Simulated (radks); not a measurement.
Ba5+, 51 electrons, occupied as [Kr] 4d10 5s2 5p3. Method: scalar-relativistic Kohn-Sham, LB94 model potential, spin-polarised, spherical densities, finite nucleus; open shells are filled with parallel spins first (spin-orbit coupling, left out, can overturn this in heavy ions); Fermi nuclear charge, rms radius 4.8378 fm; computed with a radial shooting solver on a logarithmic mesh with Libxc functionals.

Unscreened Slater integrals over Kohn-Sham orbitals (hartree). They are taken over the spin-up orbitals.

integral      value
F0(5p,5p)   0.52038
F2(5p,5p)   0.28309
F0(5p,5s)   0.54843
G1(5p,5s)   0.37058
F0(5p,4d)   0.64222
F2(5p,4d)   0.19620
G1(5p,4d)  0.058506
G3(5p,4d)  0.057020
F0(5p,4p)   0.65120
F2(5p,4p)   0.17882
G0(5p,4p)  0.036465
G2(5p,4p)  0.047434
F0(5s,5s)   0.58361
F0(5s,4d)   0.70756
G2(5s,4d)  0.084689
F0(5s,4p)   0.71900
G1(5s,4p)  0.057849
F0(4d,4d)    1.1371
F2(4d,4d)   0.57960
F4(4d,4d)   0.38726
F0(4d,4p)    1.1926
F2(4d,4p)   0.61186
G1(4d,4p)   0.77888
G3(4d,4p)   0.48600
F0(4p,4p)    1.2581
F2(4p,4p)   0.66122

Derived for the open shells (J is the average intra-shell exchange parameter used in DFT+U). 5p: J = F2/5 = 0.05662 hartree.
